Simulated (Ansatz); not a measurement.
Species: sum formula SiAsH$_{4}$, charge -1, multiplicity 1. It need not be the lowest isomer of its formula. Whether it binds its extra electron was not tested at this geometry. 
Geometry from a B3LYP-D3(BJ)/def2-TZVP (Ansatz, a first-principles code) optimisation:
```xyz
6

Si    -1.7161    -0.1643     0.1121
As     0.7750     0.0743    -0.0506
H     -1.9046     1.0740    -0.7873
H     -1.7243     0.6839     1.3999
H      0.9514    -0.7636    -1.3285
H      1.1282    -1.1461     0.8165
```
Charge -1, spin multiplicity 1.

Give the harmonic wavenumbers at B3LYP-D3(BJ)/def2-TZVP (Ansatz, finite differences of forces, unscaled).

62, 275, 477, 500, 727, 747, 946, 981, 1892, 1900, 2082, 2090 cm⁻¹. Zero-point energy 18.1 kcal/mol.

From these and the geometry, give the ideal-gas thermochemistry at 298.15 K and 1 atm (rigid rotor, harmonic oscillator).

Point group Cs, rotational symmetry number 1. Rotational constants 54.66, 3.577, 3.562 GHz. S(trans) 39.92, S(rot) 23.65, S(vib) 8.09, S(elec, spin only) 0.00, S 71.7 cal/(mol K). H(298) - H(0) 3.63 kcal/mol; G - E(el) 0.4 kcal/mol.
